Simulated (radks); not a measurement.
Spherical jellium clusters: N electrons in a uniform positive sphere of charge N and radius rs N^(1/3), rs = 2.21 bohr. Calculated with a radial shooting solver with Libxc functionals: non-relativistic Kohn-Sham, LDA (Slater exchange, Perdew-Wang correlation), spin-polarised, spherical densities. Levels are named by radial order and angular momentum (1s, 1p, 1d, 2s, ...), and open shells are averaged over m.

N = 21, configuration 1s2 1p6 1d10 2s2 1f(up 1, down 0). This is the lowest configuration that the search found. Occupied and some empty levels:

| level | occupation | eigenvalue (eV) | <r> (bohr) |
|---|---|---|---|
| 1s up | 1 | -10.896 | 3.730 |
| 1s down | 1 | -10.833 | 3.705 |
| 1p up | 3 | -8.3656 | 4.563 |
| 1p down | 3 | -8.2683 | 4.546 |
| 1d up | 5 | -5.3802 | 5.255 |
| 1d down | 5 | -5.2622 | 5.248 |
| 2s up | 1 | -4.4745 | 4.877 |
| 2s down | 1 | -4.3963 | 4.886 |
| 1f up | 1 | -2.1723 | 6.071 |
| 1f down | 0 | -2.0482 | 6.083 |
| 2p up | 0 | -1.6715 | 6.923 |
| 2p down | 0 | -1.5988 | 6.968 |

Energy (eV): total -14.6128, kinetic 101.92, external -2271.4, Hartree 1096.6, exchange-correlation -122.62, background 1180.9.

Electron density:

| r (bohr) | n(r) (e/bohr^3) |
|---|---|
| 0.207 | 0.02791 |
| 0.988 | 0.02562 |
| 1.77 | 0.02250 |
| 2.55 | 0.02131 |
| 3.33 | 0.02219 |
| 4.11 | 0.02213 |
| 4.89 | 0.01832 |
| 5.67 | 0.01164 |
| 6.45 | 0.005713 |
| 7.23 | 0.002402 |
| 8.02 | 0.0009378 |
| 8.79 | 0.0003537 |
| 9.58 | 0.0001311 |
| 10.4 | 0.00004822 |
